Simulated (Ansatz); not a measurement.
Consider the cleavage of the Sb–Si bond: `[CH3][SbH][SiH3]` + CH₃SH → `C[S][SbH][CH3]` + SiH₄.

Gas-phase electronic energies from Ansatz, PBE0-D4/def2-TZVP geometries. CCSD(T)/CBS is the MP2 limit (def2-TZVPP, def2-QZVPP) plus CCSD(T) − MP2 in def2-TZVPP, frozen cores. This one scheme is used for every species. Functionals use def2-TZVPP. B3LYP here is the variant with VWN-RPA as its local correlation; programs differ in this. def2 core potentials past Kr. For Sb outer-core shells are correlated without core-valence functions, which leaves a few kJ/mol of doubt a bond. Each species was taken in one conformer, which may not be the lowest.

`[CH3][SbH][SiH3]`:

Cartesian coordinates in Å:
```
C 0.007 -1.646 0.592
Sb 1.326 -0.357 -0.551
Si -0.107 1.741 -0.161
H -1.034 -1.477 0.326
H 0.154 -1.439 1.652
H 0.276 -2.682 0.393
H 0.531 -0.647 -2.040
H 0.296 2.822 -1.101
H 0.108 2.225 1.230
H -1.558 1.460 -0.339
```

CH₃SH:

Cartesian coordinates in Å:
```
C 0.302 0.103 -0.373
S -1.102 0.391 0.726
H 1.244 0.098 0.174
H 0.313 0.936 -1.076
H 0.187 -0.823 -0.935
H -0.945 -0.704 1.485
```

`C[S][SbH][CH3]`:

Z-matrix (Å, degrees):
```
C
S 1 1.814
H 1 1.090 2 111.8
H 1 1.090 2 111.5 3 -123.4
H 1 1.091 2 106.4 3 118.3
Sb 2 2.419 1 100.1 3 66.1
C 6 2.157 2 97.4 1 -113.0
H 6 1.711 2 92.5 1 153.4
H 7 1.090 6 108.7 2 77.6
H 7 1.092 6 109.3 2 -163.2
H 7 1.088 6 109.9 2 -42.4
```

SiH₄:

```xyz
5

Si    0.000    0.000    0.000
H    -0.006    1.468    0.219
H    -0.222   -0.694    1.293
H     1.310   -0.411   -0.564
H    -1.083   -0.363   -0.949
```

```
             level  ΔE (kcal/mol)
          B3LYP-D4           -5.3
           ωB97X-V           -4.1
           ωB97M-V           -4.3
               PBE           -3.3
            r2SCAN           -4.2
             B3LYP           -4.6
SCS-MP2/def2-TZVPP           -5.3
    MP2/def2-QZVPP           -5.5
```

Question: What does CCSD(T)/CBS give? (Best estimate.)

Answer: The calculation gave: -4.7 kcal/mol. The listed levels differ from it by -0.6, 0.6, 0.4, 1.4, 0.5, 0.1, -0.6, -0.8 kcal/mol.

Largest T1 diagnostic among the species: 0.013.
